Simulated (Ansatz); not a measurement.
`CC(C)(C)[NH][In]([F])[F]`. The species carries charge 0 and has multiplicity 1. In takes the def2 core potential. The geometry is a stationary point of PBE0-D4/def2-TZVP. It is one conformer, not always the lowest.

```xyz
18

C     1.747   -0.794    0.235
C     0.404   -0.137   -0.079
C    -0.430   -1.059   -0.956
C     0.637    1.192   -0.796
N    -0.294    0.041    1.199
In   -2.200    0.643    1.279
F    -3.032    1.299    2.903
F    -3.530    0.456   -0.121
H     2.309   -0.982   -0.682
H     2.356   -0.147    0.873
H     1.595   -1.742    0.753
H    -1.411   -0.621   -1.179
H    -0.586   -2.020   -0.461
H     0.067   -1.238   -1.911
H     1.194    1.884   -0.158
H     1.202    1.055   -1.722
H    -0.318    1.660   -1.057
H     0.290    0.509    1.881
```

Question: What is the dipole moment at ωB97M-V/def2-TZVPP? (Best estimate.)

Answer: Computed: 4.48 D, with components (4.33, -0.38, -1.10) D in this frame, pointing from negative to positive charge.

Question: And with PBE, r2SCAN, B3LYP? (Estimate.)

Answer: The calculation gave: PBE 4.60 D, r2SCAN 4.67 D, B3LYP 4.67 D.

Question: Give the Mulliken charges with ωB97M-V, B3LYP, PBE in def2-TZVPP. (Best estimate.)

Answer: Ansatz gave: 
| atom | ωB97M-V | B3LYP | PBE |
| --- | --- | --- | --- |
| C1 | -0.30 | -0.27 | -0.27 |
| C2 | 0.05 | 0.30 | 0.28 |
| C3 | -0.33 | -0.30 | -0.28 |
| C4 | -0.30 | -0.29 | -0.27 |
| N5 | -0.37 | -0.40 | -0.34 |
| In6 | 1.06 | 1.03 | 0.88 |
| F7 | -0.47 | -0.47 | -0.42 |
| F8 | -0.47 | -0.48 | -0.43 |
| H9 | 0.10 | 0.08 | 0.07 |
| H10 | 0.11 | 0.08 | 0.07 |
| H11 | 0.12 | 0.10 | 0.09 |
| H12 | 0.12 | 0.09 | 0.09 |
| H13 | 0.13 | 0.10 | 0.09 |
| H14 | 0.11 | 0.08 | 0.08 |
| H15 | 0.11 | 0.08 | 0.08 |
| H16 | 0.11 | 0.08 | 0.07 |
| H17 | 0.11 | 0.08 | 0.08 |
| H18 | 0.11 | 0.12 | 0.13 |

B3LYP here is the variant with VWN-RPA as its local correlation; programs differ in this.
